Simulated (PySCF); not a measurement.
Mayer bond orders and bond lengths

Species: C₄H₁₀O₂SSi₂.
SMILES with atom numbers: `[O:1]=[C:2]1[CH2:3][SiH2:4][O:5][C@@H:6]([S:7][SiH3:8])[CH2:9]1` (hydrogens: H10, H11 on C3; H12, H13 on Si4; H14 on C6; H15, H16, H17 on Si8; H18, H19 on C9)

Structure used (GFN2-xTB), in Å, numbered top down from 1:
```xyz
19
C4H10O2SSi2 angstrom
O     -2.5503   -0.8910   -1.8242
C     -1.7986   -0.8096   -0.8836
C     -2.1292   -0.1011    0.3863
Si    -1.0157    1.4604    0.3426
O      0.4002    0.9147   -0.2615
C      0.4959   -0.0408   -1.2691
S      2.2495   -0.4969   -1.4478
Si     2.8842    0.1253    0.5138
C     -0.3577   -1.2736   -0.9571
H     -3.1912    0.1292    0.4300
H     -1.8597   -0.7133    1.2454
H     -1.6049    2.4650   -0.5393
H     -0.5931    1.9237    1.6527
H      0.1864    0.3844   -2.2309
H      4.2312   -0.4237    0.5517
H      2.0259   -0.5214    1.4998
H      2.8675    1.5769    0.5998
H     -0.0233   -1.6999   -0.0106
H     -0.2269   -1.9989   -1.7600
```

Bond orders from the PBE0/pcSseg-1 density (PySCF). Geometry: GFN2-xTB, one conformer, isolated molecule.

Question: How far do the computed orders between heavy atoms stray from the drawn ones?

Answer: The largest departure is 0.157, at C3–Si4 (drawn single, 0.843). Drawn single, order below 0.88: C3–Si4 (0.843) and O5–C6 (0.862).

Question: Set the Mayer orders of the bonds beside their lengths.

Answer: 
```tsv
bond	drawn as	length (Å)	Mayer order
O1–C2	double	1.207	2.015
C2–C3	single	1.491	1.004
C3–Si4	single	1.918	0.843
Si4–O5	single	1.633	0.903
O5–C6	single	1.392	0.862
C6–S7	single	1.821	1.024
S7–Si8	single	2.154	0.917
C6–C9	single	1.532	0.950
C9–C2	single	1.516	0.956
C3–H10	single	1.088	0.940
C3–H11	single	1.089	0.924
Si4–H12	single	1.461	0.935
Si4–H13	single	1.452	0.945
C6–H14	single	1.096	0.925
Si8–H15	single	1.455	0.935
Si8–H16	single	1.458	0.923
Si8–H17	single	1.454	0.928
C9–H18	single	1.091	0.930
C9–H19	single	1.090	0.930
```

By pair of heavy elements: C–O: lowest O5–C6 (0.862, 1.392 Å), highest O1–C2 (2.015, 1.207 Å). C–C: lowest C6–C9 (0.950, 1.532 Å), highest C2–C3 (1.004, 1.491 Å).

Question: Sum the orders of all bonds at each heavy atom with more than one neighbour and set the sums beside the valence in the SMILES.

Answer: C2 3.975 (drawn 4), C3 3.711 (drawn 4), Si4 3.626 (drawn 4), O5 1.765 (drawn 2), C6 3.761 (drawn 4), S7 1.941 (drawn 2), Si8 3.703 (drawn 4), C9 3.766 (drawn 4). Orders between atoms that aren't bonded are not in these sums.

Mayer orders depend on the basis set.
